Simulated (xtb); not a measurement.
Al(F)(Br)(Me) (CH3AlBrF), SMILES [Al]([CH3])([F])[Br]. All values are semi-empirical tight-binding results from xtb (GFN2-xTB unless named), good for trends rather than for accurate numbers. Coordinates come from a GFN2-xTB optimisation. The structure was generated by enumeration; whether it is a known compound was not checked.

Optimised geometry:

Bond lengths (Å): Al1–F2 1.650, Al1–Br3 2.256, Al1–C4 1.974, C4–H5 1.092, C4–H6 1.093, C4–H7 1.093. Angles (°): F2–Al1–Br3 115.2, F2–Al1–C4 121.3, Br3–Al1–C4 123.4, Al1–C4–H5 112.1, Al1–C4–H6 111.5, Al1–C4–H7 111.1, H5–C4–H6 107.5, H5–C4–H7 108.1, H6–C4–H7 106.3.

The geometry has at least one imaginary mode, so it is a saddle point at that level.

For metal compounds this method's bond lengths and energies can be far off.

* **orbital gap**: 4.39 eV

Computed atomic charges and the Wiberg bond orders between heavy atoms:
charges (e) Al1 0.43, F2 -0.26, Br3 -0.18, C4 -0.21, H5 0.07, H6 0.07, H7 0.07. Bond orders Al1–F2 1.23, Al1–Br3 1.25, Al1–C4 1.05.
